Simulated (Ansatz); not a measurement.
CH4AlF2N (`C[NH][Al]([F])[F]`). The species carries charge 0 and has multiplicity 1.

```xyz
9

C    -0.397    1.206    0.230
N    -0.256   -0.219    0.461
Al    0.614   -1.382   -0.509
F     0.658   -2.966   -0.081
F     1.402   -0.906   -1.868
H     0.020    1.800    1.052
H    -1.444    1.501    0.099
H     0.137    1.491   -0.678
H    -0.736   -0.525    1.293
```

Task: List the harmonic frequencies (cm⁻¹, unscaled) at PBE0-D4/def2-TZVP in Ansatz. (Best estimate.)

Result: The calculation gave: 116, 123, 155, 234, 285, 328, 511, 649, 870, 929, 1091, 1145, 1161, 1402, 1463, 1489, 1517, 3018, 3068, 3119, 3619.

Task: Is this a minimum?

Result: Yes, all 21 modes are real.

Task: Give the ideal-gas thermochemistry at 298.15 K and 1 bar (rigid rotor, harmonic oscillator; point group Cs, symmetry number 1).

Result: Zero-point energy 157.3 kJ/mol; H(298) − E = 177.5 kJ/mol; entropy 340.0 J/(mol·K), of which translation 165.7, rotation 111.8, vibration 62.5; G(298) − E = 76.1 kJ/mol.
